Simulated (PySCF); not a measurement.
Input file for PySCF: R-B3LYP/3-21G on N2 (SMILES N#N).

```python
from pyscf import gto, scf, dft, mp
from pyscf.data.elements import chemcore

mol = gto.M(
    atom='''
    N    -0.43196087    0.02126841   -0.04456278
    N     0.49950556    0.05338491   -0.61087476
    ''',
    basis='3-21g',
    charge=0, spin=0, verbose=3, max_memory=1800)
mf = dft.RKS(mol, xc='b3lyp')
mf.conv_tol = 1e-8
mf.max_cycle = 100
mf.kernel()
if not mf.converged:
    mf = mf.newton().run(mf.mo_coeff, mf.mo_occ)
```

Output:

```
converged SCF energy = -108.891181569198
```

Self-consistency was reached.

Cost: about 0.13 core-seconds (a rough figure).
